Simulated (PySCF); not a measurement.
Ga(Me)3(OMe2), C₅H₁₅GaO, singlet (GFN2-xTB optimised geometry):

```
22

Ga    -0.261    -1.423     0.000
C      1.787    -1.423     0.000
H      2.196    -0.643    -0.649
H      2.162    -2.376    -0.383
H      2.226    -1.290     0.994
C     -1.197    -1.840    -1.770
H     -2.275    -1.656    -1.744
H     -1.069    -2.899    -2.016
H     -0.779    -1.273    -2.608
C     -1.264    -1.783     1.747
H     -2.295    -1.419     1.702
H     -0.787    -1.317     2.615
H     -1.317    -2.855     1.954
C      0.109     1.546     1.008
O     -0.541     0.803     0.000
C     -1.444     1.569    -0.765
H     -0.617     1.974     1.707
H      0.758     0.848     1.535
H      0.709     2.351     0.570
H     -0.919     2.376    -1.288
H     -2.226     2.000    -0.129
H     -1.893     0.893    -1.489
```

Method: PySCF 2.14.0 with PBE0/def2-SVP.

Question: What are the frontier orbital energies and the dipole moment?

Answer: HOMO-2 -8.61 eV, HOMO-1 -6.77 eV, HOMO -6.68 eV, LUMO 1.12 eV, LUMO+1 1.35 eV; dipole moment 3.92 D.

On the same geometry PBE/def2-SVP (PySCF) gives HOMO-2 -6.92 eV, HOMO-1 -5.53 eV, HOMO -5.43 eV, LUMO 0.20 eV, LUMO+1 0.52 eV; dipole moment 3.78 D.

Meta-Löwdin charges at PBE0/def2-SVP: Ga1 0.54, C2 -0.53, H3 0.10, H4 0.10, H5 0.09, C6 -0.53, H7 0.09, H8 0.11, H9 0.09, C10 -0.53, H11 0.10, H12 0.09, H13 0.10, C14 -0.08, O15 -0.31, C16 -0.08, H17 0.10, H18 0.13, H19 0.10, H20 0.10, H21 0.10, H22 0.13.
